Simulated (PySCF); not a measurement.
Species: C₃H₇NSi.
Bonds: C1–N2 (double), N2–Si3, Si3–C4, C4–C5, Si3–C5. Hydrogens: H6, H7 on C1; H8 on Si3; H9, H10 on C4; H11, H12 on C5.

All values: B3LYP/def2-SVPD (PySCF, non-relativistic), on one gas-phase PBE0-D3(BJ)/def2-SVP geometry that isn't relaxed in the solvent. The solvent is an IEF-PCM continuum (Bondi radii, 1.10 Å for H, scaled by 1.2), and excitations are vertical TDDFT with non-equilibrium linear response and a frozen core. Only the electrostatic response of the medium enters.

Gas-phase singlets (H = HOMO, L = LUMO):

```csv
state,E (eV),λ (nm),f,leading configurations
S1,4.097,303,0.000,H-1→L 99%
S2,4.730,262,0.191,H→L 96%
S3,6.083,204,0.001,"H-2→L 52%, H→L+1 41%"
S4,6.168,201,0.009,"H-2→L 46%, H→L+1 46%"
S5,6.393,194,0.000,H→L+3 91%
```

**Question.** What are the lowest 5 singlets in benzene (ε = 2.271)?

**Answer.** 
```csv
state,E (eV),λ (nm),f,leading configurations,change by rank (eV)
S1,4.132,300,0.001,H-1→L 99%,+0.035
S2,4.679,265,0.261,H→L 98%,-0.051
S3,6.117,203,0.001,"H-2→L 59%, H→L+1 35%",+0.034
S4,6.200,200,0.015,"H→L+1 51%, H-2→L 39%",+0.032
S5,6.352,195,0.199,H→L+2 95%,-0.041
```

**Question.** The ground-state energy changes by -0.057 eV from gas to benzene. By how much does the total energy of gas-phase S1 change?

**Answer.** E(S1) = E(S0) + excitation energy, so it changes by -0.057 + 0.035 = -0.022 eV: it is lowered less than the ground state, which is what a blue shift means. This is the vertical state, with the slow part of the continuum still set for S0.

**Question.** How do the frontier levels move from gas to benzene?

**Answer.** 
```tsv
orbital	gas (eV)	solvent (eV)	change (eV)	Löwdin shares, gas	Löwdin shares, solvent
LUMO+2	0.62	0.66	+0.04	Si3 31 %, H8 16 %, C5 10 %, C4 10 %	Si3 31 %, H8 16 %, C5 11 %, C4 10 %
LUMO+1	0.53	0.63	+0.10	C1 32 %, Si3 22 %, H6 16 %, H8 10 %	C1 31 %, Si3 25 %, H6 13 %, H8 10 %
LUMO	-1.30	-1.24	+0.06	C1 41 %, N2 32 %, H7 6 %, Si3 6 %	C1 41 %, N2 32 %, Si3 6 %, H7 6 %
HOMO	-6.51	-6.48	+0.03	Si3 26 %, C4 25 %, C5 25 %, N2 5 %	Si3 26 %, C4 25 %, C5 25 %, N2 5 %
HOMO-1	-7.01	-7.00	+0.01	N2 58 %, C1 16 %, Si3 9 %, H6 7 %	N2 57 %, C1 16 %, Si3 9 %, H6 7 %
HOMO-2	-8.28	-8.25	+0.03	C5 33 %, C4 33 %, Si3 13 %, H8 6 %	C5 33 %, C4 32 %, Si3 13 %, H8 6 %
HOMO-3	-9.75	-9.71	+0.04	N2 24 %, C1 16 %, C4 15 %, C5 15 %	N2 22 %, C4 16 %, C5 16 %, C1 15 %
```

The HOMO–LUMO gap goes from 5.21 to 5.24 eV.

On an Intel Xeon at 2.50 GHz with one thread, on a shared host, this took 34 s and 0.75 GiB of memory at its peak. This is the whole response run at B3LYP/def2-SVPD in benzene, SCF included.

The values belong to the conformer `[CH2:1]=[N:2][SiH:3]1[CH2:4][CH2:5]1`: C1–N2–Si3–C4 153°.
